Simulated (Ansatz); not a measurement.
Compare A (`Br[SiH]1CO1`) with its isomer B (`O=C[SiH2]Br`).

Computed with Ansatz on PBE0-D4/def2-TZVP structures; ΔE is electronic, products minus reactants. CCSD(T)/CBS is the MP2 limit (def2-TZVPP, def2-QZVPP) plus CCSD(T) − MP2 in def2-TZVPP, frozen cores. Functionals use def2-TZVPP. B3LYP here is the variant with VWN-RPA as its local correlation; programs differ in this. For Br outer-core shells are correlated without core-valence functions, which leaves a few kJ/mol of doubt a bond. Scalar relativity is left out up to krypton. One conformer a species, not always the lowest.

Which is lower in electronic energy at CCSD(T)/CBS, and by how much? (Estimate.)

The calculation gave: A, by 8.8 kcal/mol.

Give E(B) − E(A) in kcal/mol with LDA (SPW92), ωB97M-V, CCSD(T)/def2-TZVPP, B3LYP, PBE0-D4, BLYP-D4, B2PLYP. (An estimate is asked.)

Computed: LDA (SPW92) 14.1, ωB97M-V 8.9, CCSD(T)/def2-TZVPP 7.8, B3LYP 6.0, PBE0-D4 9.6, BLYP-D4 4.8, B2PLYP 7.3. None reverses the order clearly.

Does the order hold for the free energy at 298.15 K (harmonic terms from PBE0-D4)? (Estimate.)

The calculation gave: Yes: G(B) − G(A) = +4.7 kcal/mol, for one conformer each. Modes under 60 cm⁻¹, often nearly free rotors, make the harmonic entropy too high.

Largest T1 diagnostic: 0.012.

From BLYP to BHLYP (50 % exact exchange), in def2-TZVPP and without D4, E(B) − E(A) moves by +2.0 kcal/mol. Leaving LDA and LC-ωPBE aside and taking each functional with its dispersion term where it has one, the values, not all of them listed here, spread over 6.1 kcal/mol, from BLYP-D4 to r2SCAN0-D4. LDA lies +5.6 kcal/mol from PBE without D4.
